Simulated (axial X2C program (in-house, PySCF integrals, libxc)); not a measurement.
# Worked dissociation energy of RbB⁻: CCSD, spin-free

All values were computed with an axial X2C code built on PySCF integrals. Spin-free means the one-electron spin-free X2C Hamiltonian. Basis: Rb dyall-acv3z [13s14p9d4f1g], B dyall-av3z [8s7p3d2f] (cores contracted in-house); Gaussian nuclei, density fitting, unrestricted open shells. Masses: Rb 84.912 u, B 11.009 u.

Molecular state: M_S = 1/2, Λ = 1 (beyond evenly filled blocks: π+α).

Correlated methods: 13 electrons correlated (number of frozen shells: Rb 3 s, 2 p, 1 d; B 1 s), 289 virtual spin orbitals or spinors in MP2, 90 natural virtuals in coupled cluster.

```
E(Rb-) (2M_S = 0, M_L = 0) : -2979.379646 hartree
E(B) (2M_S = 1, M_L = 0)   : -24.605578 hartree
E(RbB⁻) at Re              : -3004.013269 hartree
ωe                         : 193.1 cm⁻¹
ωexe                       : 1.51 cm⁻¹
```

(1) Work out De and D0.

Occupations by symmetry block were frozen at the best pattern of an incomplete PBE0 search. Dissociation energies refer to the lowest single-determinant-based atoms at the same level and basis. CCSD ran in a truncated set of natural virtual spinors with an MP2 remainder; without triples it tends to underbind. PBE0 can misorder states that lie within some tenths of an eV, so this need not be the ground state of the molecule. The nearest other spin-free determinant of the search, M_S = 3/2, Λ = 1, lies 0.09 eV up at the distance of the search. The determinant is spin-polarised beyond a pure state at some levels (its spin-free form has ⟨S²⟩ too high), which makes Re and μ there less reliable.

Each atomic determinant is the lowest at this level and need not be a pure term. Totals compare only within one Hamiltonian and basis.

Results:

(1) De = -2979.379646 + (-24.605578) − (-3004.013269) = 0.02804 hartree = 0.763 eV. The zero-point energy is ωe/2 − ωexe/4 = 96 cm⁻¹ = 0.012 eV, so D0 = 0.751 eV.
